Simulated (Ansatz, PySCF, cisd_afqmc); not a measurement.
System: BNH, charge 0, doublet. BNH (SMILES [B]=N, doublet).
B3LYP-D3(BJ)/def2-TZVP minimum from Ansatz (a quantum-chemistry and plane-wave program):
```
N
B 1 1.2337
H 1 0.9930 2 180.00
```
Charge 0, spin multiplicity 2.

Atomisation energy term by term, kcal/mol (programs: Ansatz, cisd_afqmc). UHF or UKS for unpaired electrons; spin-orbit terms are left out. Cores are frozen in correlated methods. Rows without X2C or -DK are non-relativistic. AFQMC is phaseless with a CISD trial state; ± is one standard error, without the phaseless bias. Outlying blocks are dropped, and bars are widened where a walk drifts. Over all cases where full CI ran beside it in this data, AFQMC minus full CI had a median of +0.1 mEh and passed +0.4 mEh in a tenth of the cases. CBS(X,Y): correlation extrapolated as X^-3, Hartree-Fock from the larger set (Q,5: extrapolated as (X+1)exp(-9√X)). A bracket is a step between two methods taken in the basis named. '+ core + X2C': CCSD(T) terms for core correlation (cc-pwCVTZ) and scalar relativity (cc-pVTZ-DK). Where a partner has so few electrons that a lower coupled-cluster level is exact, that level stands in. The UHF reference of HBN ([B]=N, doublet) is spin-contaminated (<S^2> up to 0.10 over the pure value in the sets run).

```tsv
term	basis	kcal/mol
Hartree-Fock	CBS(cc-pVQZ,cc-pV5Z)	156.46
CCSD correlation	CBS(cc-pVQZ,cc-pV5Z)	71.77
(T)	CBS(cc-pVQZ,cc-pV5Z)	6.97
CCSDT(Q) - CCSD(T)	cc-pVQZ	0.47
CCSDTQ - CCSDT(Q)	cc-pVDZ	-0.12
core correlation	cc-pwCVTZ	1.88
scalar relativity	X2C, cc-pVTZ-DK	-0.30
minus zero-point energy	Hessian by PySCF at B3LYP-D3(BJ)/def2-TZVP	-9.51
sum: D0		227.6
```

The step beyond CCSD(T) by other levels: CCSDTQ in cc-pVDZ 0.73; AFQMC/CISD in cc-pVDZ 0.61 ± 0.54; CCSDT(Q) in cc-pVDZ 0.85; AFQMC/CISD in cc-pVTZ 0.10 ± 0.25; CCSDT(Q) in cc-pVTZ 0.53 kcal/mol.
